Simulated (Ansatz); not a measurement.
Ansatz results at the PBE0-D4/def2-TZVP geometry: LUMO energy (PBE0/def2-TZVPP) -1.94 eV; LUMO energy (PBE/def2-TZVPP) -2.87 eV; LUMO energy (ωB97M-V/def2-TZVPP) 0.02 eV.

Each molecule was computed in one conformer, which needn't be the lowest.

Which molecule gave them?
A. `C=C=C(F)CC`
B. `F[BH][GeH2][SH]`
C. `O=[CH][GeH2][Cl]`
D. `FC[NH][SnH3]`

B. The others give `FC[NH][SnH3]`: -0.18, -0.95, 1.22; `O=[CH][GeH2][Cl]`: -1.95, -3.11, 0.35; `C=C=C(F)CC`: -0.32, -1.36, 1.83.
